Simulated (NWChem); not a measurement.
# CaCl2; SMILES [Cl][Ca][Cl]

```xyz
3

Ca     0.0000     0.0000     0.0000
Cl     0.0000     2.4554     0.0000
Cl     0.0000    -2.4554     0.0000
```
Atoms are numbered in this order, from 1.

All runs: NWChem. All runs use the structure optimised with PBE0-D3(BJ)/def2-TZVP. Total energies compare along this basis series because the functional is fixed.

| level | basis functions | energy (Ha) | highest occupied level (eV) | orbital gap (eV) |
|---|---|---|---|---|
| Hartree-Fock/STO-3G | 31 | -1579.2707 | -8.90 | 11.95 |
| Hartree-Fock/def2-SVP | 60 | -1595.5794 | -11.28 | 11.15 |
| Hartree-Fock/def2-SVPD | 81 | -1595.5982 | -11.53 | 11.34 |
| Hartree-Fock/def2-TZVP | 110 | -1595.9731 | -11.49 | 11.37 |
| Hartree-Fock/def2-TZVPD | 128 | -1595.9751 | -11.49 | 11.35 |
| Hartree-Fock/def2-TZVPP | 120 | -1595.9733 | -11.49 | 11.37 |
| Hartree-Fock/def2-QZVP | 196 | -1596.0160 | -11.50 | 11.34 |
